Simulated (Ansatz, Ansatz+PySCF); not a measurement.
```xyz
2

B     0.0000    0.0000   -0.8768
F     0.0000    0.0000    0.4871
```

Basis set: def2-SVP (spherical functions). Frozen core: 2 orbitals. Charge 0, multiplicity 1.

Computed with Ansatz (development build ahead of 0.2.0); each method stands on the lowest determinant of its kind that the runs found. Restricted open shells among the atoms or ions are ROHF, correlated in semicanonical orbitals with singles.

The atomization energy at this shape (free ground-state atoms in the same class of orbitals less the molecule, no zero-point energy) of singlet BF:

```tsv
method	atomization energy
RHF-CCSD	7.29 eV
RHF-MP2	7.72 eV
RHF	5.84 eV
UHF	5.66 eV
```

(1) What does RHF-CCSD(T) give?

Results:

(1) 7.40 eV. Caution: the shape is not the minimum.
